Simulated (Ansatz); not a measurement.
Reactions of `C1[O][GeH2][S]1`.

Gas-phase electronic energies from Ansatz, PBE0-D4/def2-TZVP geometries. CBS: MP2 limit from def2 TZ/QZ plus the TZ coupled-cluster correction, frozen cores. This one scheme is used for every species, atoms too. Open shells (•) are unrestricted, without spin–orbit coupling. Spin–orbit coupling would lower the free atoms: a little for C, O, S; clearly for Ge. For Ge outer-core shells are correlated without core-valence functions, so the limit isn't a true one: a few kJ/mol of doubt a bond, and 10 to 20 or more in all where bonds break to atoms. Scalar relativity is left out up to krypton. Each species was taken in one conformer, which may not be the lowest.

Q: Order these by ΔE at CCSD(T)/CBS, lowest first. (An estimate is asked.)
A. `C1[O][GeH2][S]1` → C• + Ge• + 4 H• + O• + S•
B. `C1[O][GeH2][S]1` + `N=CC(F)F` → `[F][GeH]1[O]C[S]1` + `N=CCF`
C. `C1[O][GeH2][S]1` + `C=C(O)C(F)F` → `[OH][GeH]1[O]C[S]1` + `C=CC(F)F`
D. `C1[O][GeH2][S]1` → `C[O][Ge][SH]`
E. `C1[O][GeH2][S]1` → `O[CH]1[S][GeH2]1`

A: B (-130.1 kJ/mol), C (-119.3 kJ/mol), D (-78.7 kJ/mol), E (+91.2 kJ/mol), A (+2689.2 kJ/mol).

Largest T1 diagnostic: 0.015, for `C[O][Ge][SH]`.
